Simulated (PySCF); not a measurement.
All values below come from PBE-D3(BJ)/def2-TZVP // r2SCAN-D4/def2-SVP (PySCF 2.14.0). Isolated molecules, 0 K electronic values unless said otherwise. One relaxed conformer stands for a flexible species; it need not be the lowest. Excitations are Tamm–Dancoff values on a coarser integration grid. The basis has no diffuse functions, so Rydberg states are missing or too high.

Reference species (SMILES): `[SiH3][GeH2][GeH2][SiH3]` (Si–Ge–Ge–Si torsion 178°) (neutral, multiplicity 1).

```yaml
HOMO–LUMO gap: 5.37 eV
brightest of the four lowest singlets (TDA): 6.04 eV
HOMO: -6.60 eV
```

After one change: the HOMO–LUMO gap rises by 0.60 eV; the brightest of the four lowest singlets (TDA) increases by 0.56 eV; the HOMO falls by 0.29 eV.

What was changed between the two runs? The new species is one of these.
A) `[SiH3][GeH2][GeH2][GeH2][GeH2][GeH2][GeH2][GeH2][SiH3]`
B) `[SiH3][GeH2][GeH2][GeH2][SiH3]` (Si–Ge–Ge–Ge torsion 175°, Ge–Ge–Ge–Si torsion 178°)
C) `[SiH3][GeH2][GeH2][GeH2][GeH2][SiH3]`
D) `[SiH3][GeH2][SiH3]`

D, `[SiH3][GeH2][SiH3]`
